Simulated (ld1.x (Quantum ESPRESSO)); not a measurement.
oxygen (O), ultrasoft: configuration errors across variants

* Element: oxygen (O)
* Generator: ld1.x (Quantum ESPRESSO) 7.5
* Type: ultrasoft
* Functional: LDA (PZ)
* Relativity: non-relativistic
* Frozen core: [He]
* Valence charge: 6
* Reference configuration: 2s1.5 2p4.5
* Partial waves: 2s (bound): rcut 0.60, rcutus 0.80 bohr; 2s channel at 1.15 Ry: rcut 0.60, rcutus 0.80 bohr; 2p (bound): rcut 1.15, rcutus 1.45 bohr; 2p channel at 0.05 Ry: rcut 1.15, rcutus 1.45 bohr; 3d channel at -0.1 Ry: rcut 1.30, rcutus 1.50 bohr; 3d channel at 0.75 Ry: rcut 1.30, rcutus 1.50 bohr
* Local potential: all-electron potential smoothed inside 0.70 bohr (lloc = -2)
* Core correction: none
* Augmentation charge: PSQ, radius 0.45 bohr

All-electron excitation energies from the reference (eV): (1) 2s2 2p4 -7.258; (2) 2s2 2p3 9.334; (3) 2s2 2p2 43.049; (4) 2s1 2p4 24.114; (5) 2s2 2p3.5 -0.888; (6) 2s1 2p5 7.273; (7) 2s2 2p4.3 -9.434; (8) 2s1.5 2p4.5 spin -1.469; (9) 2s2 2p4 spin -8.667.

Spin tests fill each open shell by Hund’s rule, majority spin first.

The overlap operator is not positive definite (basis up to 400 Ry) in “base”, “augmentation PSQ, radius 0.50 bohr”, “core correction a·sin(br)/r model core inside 0.60 bohr”, “wave 3d channel at 0.75 Ry: rcut 1.30, rcutus 1.50 bohr becomes 3d channel at 2.48 Ry: rcut 1.30, rcutus 1.50 bohr”, “all radii scaled by about 0.86 (s 0.68, p 1.26, d 1.30 bohr, rcut 0.52/1.00/1.12); local potential all-electron potential smoothed inside 0.60 bohr (lloc = -2); augmentation PSQ, radius 0.38 bohr”, “waves 3d channel at -0.1 Ry: rcut 1.30, rcutus 2.00 bohr; 3d channel at 0.75 Ry: rcut 1.30, rcutus 2.00 bohr”, “waves 2p (bound): rcut 1.15, rcutus 1.60 bohr; 2p channel at 0.05 Ry: rcut 1.15, rcutus 1.60 bohr”. Such files are unfit for use, however small their errors in these radial tests.

3 further variants failed, have other tests or another functional or relativity, and are left out.

Errors AE − PS in meV (a dash: test not solved or not reliable):

| change | (1) | (2) | (3) | (4) | (5) | (6) | (7) | (8) | (9) | bound ghosts |
| --- | --- | --- | --- | --- | --- | --- | --- | --- | --- | --- |
| base | +10 | +24 | +69 | +6.3 | +15 | +10 | +8.4 | +128 | +156 | not determined (overlap not positive) |
| augmentation PSQ, radius 0.50 bohr | +7.9 | +19 | +56 | +5.0 | +12 | +8.0 | +6.5 | +128 | +151 | not determined (overlap not positive) |
| core correction a·sin(br)/r model core inside 0.60 bohr | +8.8 | +19 | +51 | +5.5 | +13 | +9.0 | +7.3 | +88 | +107 | not determined (overlap not positive) |
| wave 3d channel at 0.75 Ry: rcut 1.30, rcutus 1.50 bohr becomes 3d channel at 2.48 Ry: rcut 1.30, rcutus 1.50 bohr | +10 | +24 | +69 | +6.3 | +15 | +10 | +8.4 | +128 | +156 | not determined (overlap not positive) |
| all radii scaled by about 0.86 (s 0.68, p 1.26, d 1.30 bohr, rcut 0.52/1.00/1.12); local potential all-electron potential smoothed inside 0.60 bohr (lloc = -2); augmentation PSQ, radius 0.38 bohr | +14 | +32 | +90 | +8.5 | +20 | +14 | +11 | +129 | +163 | not determined (overlap not positive) |
| type PAW; waves now 2s (bound): rcut 0.60, rcutus 0.80 bohr; 2s channel at 1.15 Ry: rcut 0.60, rcutus 0.80 bohr; 2p (bound): rcut 1.15, rcutus 1.45 bohr; 2p channel at 0.05 Ry: rcut 1.15, rcutus 1.45 bohr; 3d channel at -0.1 Ry: rcut 1.30, rcutus 1.50 bohr; local potential all-electron potential smoothed inside 1.30 bohr (lloc = -1); core correction a·sin(br)/r model core, default radius (ld1.x builds one for every PAW set, though the input has nlcc=.false.); augmentation PSQ, inside the norm-conserving radii | -0.1 | +0.1 | +0.7 | -0.3 | 0.0 | -0.1 | -0.1 | -1.3 | -1.6 | none |
| waves 3d channel at -0.1 Ry: rcut 1.30, rcutus 2.00 bohr; 3d channel at 0.75 Ry: rcut 1.30, rcutus 2.00 bohr | +10 | +24 | +69 | +6.3 | +15 | +10 | +8.4 | +128 | +156 | not determined (overlap not positive) |
| waves 2p (bound): rcut 1.15, rcutus 1.60 bohr; 2p channel at 0.05 Ry: rcut 1.15, rcutus 1.60 bohr | +10 | +23 | +65 | +5.8 | +15 | +10 | +8.3 | +128 | +155 | not determined (overlap not positive) |

Task: Give the same row for: local potential all-electron potential smoothed inside 1.08 bohr (lloc = -2).

Result: +10, +24, +70, +6.2, +15, +10, +8.4, +128, +156; bound ghosts: none.
